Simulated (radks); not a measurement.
Problem. Ionisation of the thallium ion Tl2+, [Xe] 4f14 5d10 6s1, to [Xe] 4f14 5d10 as the strength of local exchange is varied. All-electron calculation, scalar-relativistic Kohn-Sham, Slater X-alpha exchange (alpha = 2/3 is LDA exchange), no correlation, spin-polarised, spherical densities, point nucleus; open shells are filled with parallel spins first (spin-orbit coupling, left out, can overturn this in heavy ions). Program: a radial shooting solver on a logarithmic mesh with Libxc functionals.

alpha  E(Tl2+) (hartree)  exchange (hartree)  IE (eV)  -e of the level emptied (eV)  <r> of it (bohr)
0.601        -20190.1150           -322.5148   28.816                   24.273 (6s)             2.309
0.663        -20223.6133           -356.3999   29.563                   25.028 (6s)             2.285
0.667        -20225.7765           -358.5899   29.611                   25.077 (6s)             2.283
0.669        -20226.8582           -359.6851   29.635                   25.101 (6s)             2.283
0.68         -20232.8085           -365.7109   29.769                   25.237 (6s)             2.278
1.025        -20420.3539           -556.5282   34.085                   29.642 (6s)             2.154
x            -20320.1072           -454.3187   31.753                   27.254 (6s)             2.218

Which alpha was used in the last row?

Solution. alpha = 0.841. NIST Atomic Spectra Database: 29.852 eV (measured). The Delta-SCF value meets it near alpha = 0.69.
